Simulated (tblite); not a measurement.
C4H10OSi.
SMILES with atom numbers: `[OH:1][CH2:2][C@H:3]1[CH2:4][CH2:5][SiH2:6]1` (hydrogens: H7 on O1; H8, H9 on C2; H10 on C3; H11, H12 on C4; H13, H14 on C5; H15, H16 on Si6)

Structure optimised with GFN2-xTB, isolated species.

**Question.** Give the optimised bond lengths and angles.

**Answer.** 
```csv
bond,length (Å),order
O1–C2,1.411,single
C2–C3,1.521,single
C3–C4,1.543,single
C4–C5,1.544,single
C5–Si6,1.915,single
C3–Si6,1.921,single
O1–H7,0.964,single
C2–H8,1.102,single
C2–H9,1.093,single
C3–H10,1.094,single
C4–H11,1.089,single
C4–H12,1.089,single
C5–H13,1.088,single
C5–H14,1.088,single
Si6–H15,1.464,single
Si6–H16,1.459,single
```

Orders are formal, as drawn. A selection of angles:
```csv
angle,degrees
C2–O1–H7,108.4
O1–C2–C3,111.9
O1–C2–H8,110.4
O1–C2–H9,105.1
C3–C2–H8,110.8
C3–C2–H9,110.3
H8–C2–H9,108.1
C2–C3–C4,114.9
C2–C3–Si6,115.8
C2–C3–H10,108.3
C4–C3–Si6,91.5
C4–C3–H10,111.3
Si6–C3–H10,114.4
C3–C4–C5,100.2
C3–C4–H11,113.0
C3–C4–H12,111.0
C5–C4–H11,113.0
C5–C4–H12,111.8
H11–C4–H12,107.9
C4–C5–Si6,91.7
C4–C5–H13,112.3
C4–C5–H14,113.3
Si6–C5–H13,114.9
Si6–C5–H14,117.2
H13–C5–H14,107.1
C5–Si6–H15,117.2
C5–Si6–H16,116.2
C3–Si6–C5,76.2
C3–Si6–H15,115.8
C3–Si6–H16,115.7
H15–Si6–H16,111.6
```

Dihedral angles: O1–C2–C3–C4 -166° (antiperiplanar); C2–C3–C4–C5 125° (anticlinal); C3–C4–C5–Si6 -6° (synperiplanar); C4–C5–Si6–C3 4° (synperiplanar); C2–C3–Si6–C5 -123° (anticlinal); H7–O1–C2–C3 -57° (synclinal).

Of the pairs four or more bonds apart, H9···H12 is among the closest relative to their van der Waals radii: 2.44 Å, 102 % of the sum of Bondi's values. The 4-membered ring C3–C4–C5–Si6 has internal angles of 76.2° to 100.2° (sum 360°, against 360° for a flat polygon); it is slightly puckered (a soft mode that the optimisation may not have finished), 0.04 Å rms from its mean plane, widest ring torsion 6°. Si6 (SiH2 silicon) has angles from 76.2° to 117.2°. The 3 C–C bonds span 1.521 Å (C2–C3, drawn single) to 1.544 Å (C4–C5, drawn single), a spread of 0.023 Å. O1 (alcohol oxygen) is bent (angle 108.4°).

Point group: C1 (no symmetry element, even within 0.4 Å). Its lowest GFN2-xTB frequency is 6 cm⁻¹, too small to tell a flat minimum from a shallow saddle. The numbers are those of one conformer (H–O1–C2–C3 -57°, O1–C2–C3–C4 -166°). 3 starts were optimised and ended at 0.00, 2.45 and 2.46 kcal/mol (GFN2-xTB); the lowest of these is shown.

The run took 0.82 s on an Arm Neoverse N1 with one thread, no GPU (shared host). This is the geometry optimisation.

These are computed values.
